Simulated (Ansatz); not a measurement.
Ti, charge +1, sextet (another spin typed on purpose, not shown lowest); PBE/def2-SVP run with Ansatz (a quantum-chemistry and plane-wave program).

The Ansatz input:
Ansatz 0.2 input:
```yaml
crystal:
  periodic: [false, false, false]
  atoms:
    - {symbol: Ti, position_ang: [0.00000000, 0.00000000, 0.00000000]}
basis:
  gaussian:
    orbitals: def2-SVP
hamiltonian:
  xc: pbe
total_charge: 1
magnetization: {spin_polarized: true, initial_magnetization: 5}
```

What the program printed (banner, timings and long lists left out):

```
Functional definition: PBE
236 factors; integrals over basis functions are off by at most 9.2e-5 eV
mean field evaluation 1: about -23049.2016 eV, gradient 4.4e1 eV
mean field evaluation 2: about -23019.7259 eV, gradient 5.7e1 eV
mean field evaluation 4: about -23063.8722 eV, gradient 1.1e1 eV
mean field evaluation 8: about -23063.8770 eV, gradient 1.2e1 eV
mean field evaluation 16: about -23065.9225 eV, gradient 5.2e-1 eV
mean field evaluation 32: about -23065.9167 eV, gradient 3.4e-5 eV
mean field evaluation 64: about -23064.3485 eV, gradient 3.0e0 eV
mean field evaluation 96: about -23065.9285 eV, gradient 3.5e-2 eV
mean field evaluation 128: about -23064.8485 eV, gradient 1.2e0 eV
mean field evaluation 160: about -23065.9287 eV, gradient 1.1e-5 eV
mean field evaluation 192: about -23065.9188 eV, gradient 8.5e-3 eV
mean field -23065.92869306 eV, -847.6572448220 hartree, gradient 1.5e-5 eV, S^2 8.750775; 11 other end points of the search recorded, 0 dependent functions left out
reference -23065.92872346 eV, -847.6572459390 hartree; 13, 8 occupied and 18, 23 virtual orbitals, 236 factors
Total energy: -23065.92872346 eV, -847.6572459390 hartree
```
